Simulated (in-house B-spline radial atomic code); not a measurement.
**Ionising Ir VII (Ir6+) with different functionals**

Computed with a B-spline radial code for spherical atoms: four-component Dirac-Coulomb Hamiltonian, Fermi nucleus of rms radius 5.4032 fm, spin-restricted, spherical fractional occupations for the functionals, and exact exchange of hybrids averaged over the configuration. The ionisation energy is the difference of two self-consistent energies, [Xe] 4f14 5d3 → [Xe] 4f14 5d2, without Breit or QED terms; ε is the level of the shell that loses the electron (mean over j). The electron is taken from both j subshells in proportion to 2j + 1, so the result is a j average, not the step between ground levels.

```json
{"method": "BHandHLYP", "rung": "global hybrid", "ΔSCF (eV)": "?", "-ε(5d) (eV)": "?"}
{"method": "PBE0", "rung": "global hybrid", "ΔSCF (eV)": "88.17", "-ε(5d) (eV)": "82.36"}
{"method": "CAM-B3LYP", "rung": "range-separated hybrid", "ΔSCF (eV)": "88.23", "-ε(5d) (eV)": "83.92"}
{"method": "wB97X", "rung": "range-separated hybrid", "ΔSCF (eV)": "?", "-ε(5d) (eV)": "?"}
```

Q: What does wB97X give?

A: ΔSCF 87.83 eV, and -ε(5d) = 84.71 eV.

Q: What does BHandHLYP give?

A: ΔSCF 88.11 eV, and -ε(5d) = 84.42 eV.

Q: Among the functionals, which spreads more, the ΔSCF values or the orbital energies?

A: The orbital energies: ΔSCF values span about 0.41 eV and the orbital energies 2.35 eV; here energy differences depend much less on the functional than eigenvalues do.

Q: How do they compare with the NIST value?

A: NIST lists 89 eV ± 2 (tabulated theory, ground level to ground level). Errors run from -1.17 to -0.77 eV; all lie within about twice that uncertainty, so the table can't rank the methods.
